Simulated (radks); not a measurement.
Isoelectronic series with 15 electrons, all held in the configuration [Ne] 3s2 3p3, which need not be the ground one along the series. Calculated with a radial shooting solver on a logarithmic mesh with Libxc functionals: Dirac Kohn-Sham, LDA (Slater exchange, Perdew-Wang correlation), spin-unpolarised, spherical densities, point nucleus; open shells fill j = l - 1/2 first. Total energies (hartree) and orbital eigenvalues (eV):

ion    E (hartree)      3p3/2      3p1/2      3s1/2
P       -340.79118    -5.5661    -5.6212   -14.0007
Ar3+    -524.60334   -49.8998   -50.1534   -65.4597
Sc6+    -750.37733  -123.7766  -124.4670  -146.7249
Cr9+   -1018.31067  -225.7436  -227.2396  -256.4852
Co12+  -1328.73633  -355.4242  -358.2555  -394.5500
Zn15+  -1682.07207  -512.7014  -517.5903  -561.0153
As18+  -2078.81056  -697.5597  -705.4552  -756.1101
Kr21+  -2519.51877  -910.0359  -922.1498  -980.1514
Mo27+  -3535.50246  -1418.143  -1443.581  -1516.697
Rh30+  -4112.31744  -1713.981  -1749.260  -1830.182
Cd33+  -4736.19459  -2037.843  -2085.655  -2174.577
Sb36+  -5408.14664  -2389.877  -2453.414  -2550.549
Xe39+  -6129.30059  -2770.244  -2853.261  -2958.847
La42+   -6900.9098  -3179.121  -3286.005  -3400.309
Nd45+   -7724.3683  -3616.702  -3752.553  -3875.869
